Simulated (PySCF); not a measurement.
Se(Me)(Et) (C3H8Se), SMILES CC[Se]C.

Coordinates come from a B3LYP-D3(BJ)/def2-SVP optimisation. The values are those of a single conformer.

The numbers are results of B3LYP-D3(BJ)/def2-SVP in PySCF 2.14.0, not measurements.

Frequencies are harmonic and unscaled.

Computed harmonic wavenumbers and intensities:
```
mode  ν (cm⁻¹)  IR (km/mol)  moving atoms (share of kinetic energy)
----  --------  -----------  --------------------------------------
1           74          0.6                          H 51 %, C 45 %
2          141          0.3                                  H 94 %
3          191          0.0                          H 50 %, C 44 %
4          264          0.1                          H 75 %, C 22 %
5          297          0.3                 C 52 %, H 28 %, Se 19 %
6          561          0.6                 C 67 %, H 20 %, Se 12 %
7          598          0.5                 C 70 %, Se 16 %, H 14 %
8          739          3.8                          H 85 %, C 14 %
9          899          6.5                          H 85 %, C 14 %
10         904          6.9                          H 85 %, C 14 %
11         977          6.7                          H 63 %, C 36 %
12        1024          5.7                          H 78 %, C 21 %
13        1065          1.9                          C 61 %, H 39 %
14        1255         24.3                          H 77 %, C 23 %
15        1257          7.3                          H 79 %, C 21 %
16        1298          3.7                          H 84 %, C 16 %
17        1394          1.8                          H 80 %, C 20 %
18        1437          6.3                                  H 95 %
19        1445          4.9                           H 91 %, C 9 %
20        1452          7.4                                  H 95 %
21        1465          9.0                                  H 97 %
22        1474          2.2                                  H 96 %
23        3024         27.8                                  H 97 %
24        3043         19.1                                  H 98 %
25        3055         16.4                                  H 95 %
26        3100         20.7                           H 91 %, C 9 %
27        3107          2.7                          H 90 %, C 10 %
28        3129         23.9                          H 90 %, C 10 %
29        3149          6.3                          H 90 %, C 10 %
30        3156          4.1                          H 90 %, C 10 %
```
